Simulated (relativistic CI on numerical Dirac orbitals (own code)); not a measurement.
**Re3+: 5d valence photoemission**

Computed with this model: Dirac-Coulomb-Breit CI, orbitals from a KLI potential per configuration, model QED (radiative potential, 1s self-energy scaled to tabulated hydrogen-like ionisation energies), valence Slater integrals scaled by 0.8, multiplet model of photoemission in the sudden approximation; configurations [Xe] 4f14 5d4 → [Xe] 4f14 5d3; 300 K; Lorentzian 0.3 eV and Gaussian 0.5 eV FWHM. Energies are those of the free ion, without screening or charge transfer. The energies are binding energies and can lie tens of eV above those of solids. S is read from ⟨S²⟩ = S(S + 1).

Field parameters in Wybourne normalisation: Td as Oh with Dq negative (B⁴₀ = 21Dq, B⁴₄ = √(5/14) B⁴₀). The field is a parameter set, without covalency.

free ion: ground-state S = 1.78, centroid 39.13 eV. Peaks (eV, height): 38.7 (100), 40.2 (29), 41.3 (7).

Td, 10Dq = -8600 cm⁻¹: ground-state S = 1.54, centroid 39.11 eV. Peaks (eV, height): 38.6 (100), 39.8 (32), 40.7 (14).

Td, 10Dq = -14100 cm⁻¹: ground-state S = 0.88, centroid 39.11 eV. Peaks (eV, height): 38.8 (100), 39.7 (20).

Td, 10Dq = -19600 cm⁻¹: ground-state S = 0.44, centroid 39.38 eV. Peaks (eV, height): 39.2 (100).

Strongest unbroadened transitions for Td, 10Dq = -19600 cm⁻¹:

| Energy (eV) | Relative strength |
| --- | --- |
| 39.23 | 100.0 |
| 40.16 | 0.0 |
| 40.35 | 5.2 |
| 40.53 | 1.3 |
| 41.60 | 0.7 |
| 41.87 | 0.1 |
| 42.35 | 0.4 |
| 42.97 | 0.1 |
| 43.45 | 0.7 |
| 43.54 | 0.1 |
| 44.06 | 0.0 |
| 44.40 | 0.1 |
| 44.57 | 0.0 |
| 44.70 | 0.0 |
| 44.77 | 0.0 |
| 45.28 | 0.0 |
| 46.48 | 0.0 |
| 48.05 | 0.0 |
